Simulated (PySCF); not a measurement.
Cartesian coordinates (Å):
```xyz
6

O      1.2389    -0.2768    -0.1293
Si    -0.3934    -0.0372    -0.0293
H      1.8203     0.3109     0.3587
H     -1.0055    -1.0812    -0.8740
H     -0.8808    -0.1662     1.3666
H     -0.7805     1.3066    -0.5263
```
Charge 0, multiplicity 1.

Q: What is the computed HOMO–LUMO gap, total energy and LUMO (M06-2X/def2-TZVP // B3LYP-D3(BJ)/def2-TZVP (PySCF))?

A: 
The HOMO–LUMO gap is 10.96 eV and the total energy is -367.1405 Ha. The LUMO comes out as 0.79 eV.
